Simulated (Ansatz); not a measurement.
B11: single points at one geometry.

```yaml
crystal:
  periodic: [false, false, false]
  atoms:
    - {symbol: B, position_ang: [0.772924, 1.268329, 0.011043]}
    - {symbol: B, position_ang: [2.192815, -2.755023, -0.223999]}
    - {symbol: B, position_ang: [-0.504801, -1.016258, -0.029569]}
    - {symbol: B, position_ang: [-1.892971, 2.200958, 0.169496]}
    - {symbol: B, position_ang: [0.956688, -1.754858, -0.137255]}
    - {symbol: B, position_ang: [1.787793, -0.004076, -0.072695]}
    - {symbol: B, position_ang: [-0.951997, 0.753662, 0.098075]}
    - {symbol: B, position_ang: [-2.673265, 0.826290, 0.159280]}
    - {symbol: B, position_ang: [-0.324356, 2.377851, 0.096471]}
    - {symbol: B, position_ang: [2.670091, -1.289421, -0.136652]}
    - {symbol: B, position_ang: [-2.032900, -0.607463, 0.065793]}
basis:
  gaussian: {orbitals: def2-TZVP, initial_orbitals: start.molden}
magnetization: {spin_polarized: true, initial_magnetization: 1}
hamiltonian: {xc: pbe0, dispersion: d4}
scf: {omitted_lower_state_checks: [starts]}
output: {orbitals: {seedname: orbitals}}
```

The file start.molden holds the orbitals of an earlier run on this structure, at another level or in another basis.

```sh
$ ansatz run in.yaml --threads 4 --pin off --events-out ev --progress --plain --max-ram 6963MiB
```

Output, abridged:

```
Functional definition: PBE0
1859 factors; their error is unknown
mean field evaluation 1: about -7217.8447 eV, gradient 1.5e2 eV
mean field evaluation 2: about -7269.2250 eV, gradient 8.1e1 eV
mean field evaluation 4: about -7370.6692 eV, gradient 3.7e1 eV
mean field evaluation 8: about -7420.5132 eV, gradient 1.1e0 eV
mean field evaluation 16: about -7420.5989 eV, gradient 2.1e-4 eV
mean field -7420.59893806 eV, -272.7019811110 hartree, gradient 2.1e-5 eV, S^2 1.129732; 0 other end points of the search recorded, 0 dependent functions left out
reference -7420.59897399 eV, -272.7019824315 hartree; 28, 27 occupied and 313, 314 virtual orbitals, 1859 factors
Total energy: -7420.98776315 eV, -272.7162701696 hartree
Checks for a lower state left out: starts
```

Hardware: 4 threads of Arm Neoverse V1 on a shared host. Wall time 32 s, peak host memory 1.7 GiB.

As the first input, with `hamiltonian: {xc: r2scan, dispersion: d4}` (abridged; 33 s):

```
Functional definition: r2SCAN
mean field -7426.57954422 eV, -272.9217643338 hartree, gradient 2.0e-5 eV, S^2 1.223990
Total energy: -7426.68849191 eV, -272.9257680876 hartree
Checks for a lower state left out: starts
```

The first input with `hamiltonian: {xc: pbe, dispersion: d4}`, `output: {forces: true, orbitals: {seedname: orbitals}}` (abridged; 37 s):

```
Functional definition: PBE
mean field evaluation 16: about -7419.6831 eV, gradient 2.1e-5 eV
mean field -7419.68308204 eV, -272.6683240230 hartree, gradient 9.1e-6 eV, S^2 0.842321
Total energy: -7420.13687775 eV, -272.6850007077 hartree
Atom 0 force    -0.049489    -0.160158    -0.002826 eV/Å
Atom 1 force    -0.388605     0.868702     0.056745 eV/Å
Atom 2 force    -0.053262     0.010645     0.010946 eV/Å
Atom 3 force     0.147486    -0.225717    -0.010091 eV/Å
Atom 4 force    -0.035887    -0.495305    -0.023709 eV/Å
Atom 5 force     0.278283     0.075071    -0.005722 eV/Å
Atom 6 force     0.005196     0.003462    -0.008297 eV/Å
Atom 7 force     0.270419    -0.010480    -0.015093 eV/Å
Atom 8 force    -0.090962    -0.225756    -0.004470 eV/Å
Atom 9 force    -0.219249     0.004793     0.005102 eV/Å
Atom 10 force     0.136069     0.154742    -0.002586 eV/Å
Dipole moment:     0.013318     0.042116     0.023198 e Å
Checks for a lower state left out: starts
```

Geometry: r2SCAN-D4/def2-SVP.

At PBE0-D4/def2-TZVP, r2SCAN-D4/def2-TZVP the charge 0 doublet is spin-contaminated (final ⟨S²⟩ up to 1.22, 0.75 for a pure state). Another isomer (doublet) lies 0.90 eV lower at PBE0-D4/def2-TZVP; other spin states weren't run for this one.
